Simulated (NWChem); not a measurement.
Molecule: C5H6; SMILES C#CC(=C)C

### Question
Give the equilibrium geometry at PBE0/def2-SVP (NWChem) as a list of bonds and angles, with the point group.

### Answer
point group Cs; any orientation.
Bonds (Å): C1–C2 1.214, C1–H6 1.074, C2–C3 1.433, C3–C4 1.344, C3–C5 1.504, C4–H7 1.092, C4–H8 1.093, C5–H9 1.101, C5–H10 1.101, C5–H11 1.099. Angles (°): C2–C1–H6 179.3, C1–C2–C3 177.8, C2–C3–C4 120.7, C2–C3–C5 116.2, C4–C3–C5 123.1, C3–C4–H7 121.4, C3–C4–H8 120.7, H7–C4–H8 118.0, C3–C5–H9 110.7, C3–C5–H10 110.7, C3–C5–H11 111.1, H9–C5–H10 106.9, H9–C5–H11 108.7, H10–C5–H11 108.7.
